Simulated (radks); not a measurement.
The numbers below are computed, except where a source is named.
All-electron atom: Pt2+ in [Xe] 4f14 5d8. Level of theory: scalar-relativistic Kohn-Sham, r2SCAN, spin-polarised, spherical densities, finite nucleus; open shells are filled with parallel spins first (spin-orbit coupling, left out, can overturn this in heavy ions); meta-GGA in the generalised Kohn-Sham scheme; Fermi nuclear charge, rms radius 5.427 fm (a radial shooting solver on a logarithmic mesh with Libxc functionals). Some entries of the table are withheld. Estimate them.

orbital  occ.  eigenvalue (hartree)  <1/r> (bohr^-1)  r(max) (bohr)
1s down     1             -2885.474            93.91        0.01062
1s up       1             -2885.474            93.91        0.01062
2s up       1             -508.5749            22.03        0.06120
2s down     1             -508.5671            22.03        0.06120
2p up       3             -440.8297            19.67        0.05059
2p down     3             -440.8236            19.67        0.05059
3s up       1             -120.4471            8.177         0.1724
3s down     1             -120.4461            8.177         0.1724
3p up       3             -100.6293            7.473         0.1716
3p down     3             -100.6277            7.473         0.1716
3d up       5             -79.07975            7.030         0.1400
3d down     5             -79.07509            7.029         0.1400
4s up       1             -26.72198            3.489         0.3899
4s down     1             -26.71569            3.488         0.3899
4p up       3             -20.19400            3.158         0.4098
4p down     3             -20.18858            3.157         0.4099
4d up       5             -12.22051            2.825         0.4182
4d down     5             -12.21401            2.825         0.4182
5s up       1              -4.60813              (1)         0.8710
5s down     1              -4.56374              (2)         0.8692
4f up       7              -3.37925            2.388            (3)
4f down     7              -3.36943            2.390            (4)
5p up       3              -2.90661              (5)         0.9790
5p down     3              -2.85056              (6)         0.9759
5d up       5              -0.98457           0.8452          1.243
5d down     3              -0.92112           0.8419          1.237

Answer. 
(1) 5s up <1/r> (bohr^-1): 1.408
(2) 5s down <1/r> (bohr^-1): 1.414
(3) 4f up r(max) (bohr): 0.3861
(4) 4f down r(max) (bohr): 0.3861
(5) 5p up <1/r> (bohr^-1): 1.197
(6) 5p down <1/r> (bohr^-1): 1.203
